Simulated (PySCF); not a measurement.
Bond curve of NdSi

Set-up: PySCF, spin-free X2C with a Gaussian nucleus, basis sets Nd x2c-SVPall, Si x2c-SVPall. Energies in eV from Nd (4f4 6s2) + Si in their ground configurations at the same level. State: Ms = 3 determinant of mixed spin, about 4.0 electrons in the 4f shell (Mulliken), real f orbitals that mix terms.

All columns are PBE0. A positive dipole means Nd(−)Si(+).

```
R (Å)  E (eV)  μ (D)  Mulliken charge on Nd (basis-dependent)  HOMO (eV)  LUMO (eV)  Mayer bond order   ⟨S²⟩
2.501  -1.315  -3.35                                     0.22      -3.60      -2.08              1.87  12.37
2.617  -1.626  -3.75                                     0.24      -3.67      -1.99              1.76  12.44
2.733  -1.798  -4.11                                     0.26      -3.75      -2.03              1.66  12.49
2.821  -1.859  -4.36                                     0.28      -3.80      -2.07              1.59  12.52
2.908  -1.874  -4.59                                     0.29      -3.86      -2.11              1.52  12.54
2.995  -1.855  -4.81                                     0.30      -3.92      -2.15              1.46  12.56
3.112  -1.790  -5.09                                     0.31      -3.99      -2.21              1.38  12.58
3.257  -1.666  -5.44                                     0.32      -4.08      -2.28              1.28  12.60
3.431  -1.483  -5.84                                     0.33      -4.18      -2.37              1.19  12.60
3.664  -1.220  -6.30                                     0.33      -4.29      -2.48              1.07  12.58
```

A fit through these points gives, at Re = 2.900 Å, μ = -4.57 D and dμ/dR = -2.59 D/Å; the reduced mass is 23.37 u.

**Question.** How strong is the fundamental in the double-harmonic approximation, I = 42.26·(dμ/dR)²/μred km/mol?

**Answer.** I = 42.26·(-2.59)²/23.37 = 12.1 km/mol at PBE0.

⟨S²⟩ of the unrestricted solution departs from its pure value on part of the curve, where spin states mix. These are scalar-relativistic numbers at best; spin–orbit coupling would shift them, the dissociation energy most. With d or f electrons several states lie close, and the lowest PBE0 determinant need not be the measured ground state.
